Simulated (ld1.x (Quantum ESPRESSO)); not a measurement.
**tantalum (Ta): one change to a TM semilocal potential, before and after**

* Element: Ta
* Generator: ld1.x (Quantum ESPRESSO) 7.5
* Type: norm-conserving Troullier–Martins (semilocal form)
* Functional: PBEsol
* Relativity: scalar-relativistic
* Frozen core: [Xe] 4f14
* Valence charge: 5
* Reference configuration: 5d3 6s1.5 6p0 (charge +0.5)
* Partial waves: 6p (bound, empty): rc 4.00 bohr; 5d (bound): rc 1.90 bohr; 6s (bound): rc 2.85 bohr
* Local potential: the s channel
* Core correction: a·sin(br)/r model core inside 1.05 bohr

All-electron outer shells of the reference configuration (PBEsol, scalar-relativistic, ld1.x):

```json
{"shell": "4f", "level (eV)": "-28.19", "outermost node (bohr)": "–", "outermost maximum (bohr)": "0.44"}
{"shell": "6s", "level (eV)": "-8.48", "outermost node (bohr)": "1.32", "outermost maximum (bohr)": "2.71"}
{"shell": "5d", "level (eV)": "-6.95", "outermost node (bohr)": "0.65", "outermost maximum (bohr)": "1.58"}
{"shell": "6p", "level (eV)": "-3.87", "outermost node (bohr)": "1.59", "outermost maximum (bohr)": "3.61"}
```

Change: wave 6s (bound): rc 2.85 bohr becomes 6s (bound): rc 4.08 bohr.

Cutoffs: the cutoffs (Ry, on a coarse ladder) from which the occupation-weighted sum of valence levels, in a spherical-Bessel basis at the reference potential, stays within 10 and 1 mRy of its value at 400 Ry; they do not see the model core or the augmentation charge, which bear on the density cutoff. Errors are all-electron minus pseudo energies relative to the spin-unpolarised reference configuration.

Problem. How do hardness, ghosts and transferability respond?

Solution. The potential gets neither clearly harder nor softer (30 Ry and 35 Ry → 30 Ry and 35 Ry); of the 7 tests that both files solve, the error grows in 6 and shrinks in 1 by more than 15 % and 0.3 meV (median size 33.9 → 67.7 meV); neither file shows a bound ghost. A semilocal file is local in each channel, so a ghost entry of none says nothing of the separable form that plane-wave codes build from it.

| quantity | base | changed |
| --- | --- | --- |
| cutoff, loose | 30 Ry | 30 Ry |
| cutoff, tight | 35 Ry | 35 Ry |
| bound ghosts | none | none |
| error for 5d3 6s2 6p0, meV [ΔE -3.48 eV] | -0.1 | +1.3 |
| error for 5d3 6s1 6p0, meV [ΔE 5.03 eV] | -3.6 | -4.6 |
| error for 5d3 6s0 6p0, meV [ΔE 20.00 eV] | -34 | -97 |
| error for 5d3 6s0 6p1, meV [ΔE 10.15 eV] | -10 | -68 |
| error for 5d2 6s2 6p0, meV [ΔE 4.25 eV] | -64 | +39 |
| error for 5d1 6s0 6p0, meV [ΔE 78.65 eV] | -806 | -1407 |
| error for 5d2 6s0 6p0, meV [ΔE 43.61 eV] | -177 | -473 |
